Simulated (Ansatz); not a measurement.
```yaml
crystal:
  periodic: [false, false, false]
  atoms:
    - {symbol: Ga, position_ang: [-1.800298, 0.657746, -1.502413]}
    - {symbol: Ga, position_ang: [-0.374079, 0.722901, 0.497223]}
    - {symbol: Ge, position_ang: [1.495378, -0.832845, 0.856073]}
    - {symbol: H, position_ang: [-3.098712, -0.235496, -1.568637]}
    - {symbol: H, position_ang: [-1.442717, 1.469380, -2.806934]}
    - {symbol: H, position_ang: [-0.585908, 1.775238, 1.656832]}
    - {symbol: H, position_ang: [2.829286, -0.067518, 0.981611]}
    - {symbol: H, position_ang: [1.668525, -1.861504, -0.278689]}
    - {symbol: H, position_ang: [1.308526, -1.627892, 2.164926]}
basis:
  gaussian: {orbitals: x2c-TZVPPall}
magnetization: {spin_polarized: true, initial_magnetization: 2}
hamiltonian: {xc: {name: B2PLYP}}
accuracy: high
scf: {lower_state_search: full}
kpoints: {mp_grid: {grid: [2, 2, 2]}}
```

```sh
$ ansatz run in.yaml --threads 4 --pin off --events-out ev --progress --plain --max-ram 10444MiB
```

It prints (some lines left out):

```
Error: invalid value for `basis.gaussian`: such a run doesn't read kpoints; remove what it names
```

Problem. Something in this input is off. What?

Solution. The input holds a key that doesn't belong there. The input was rejected before any iteration.
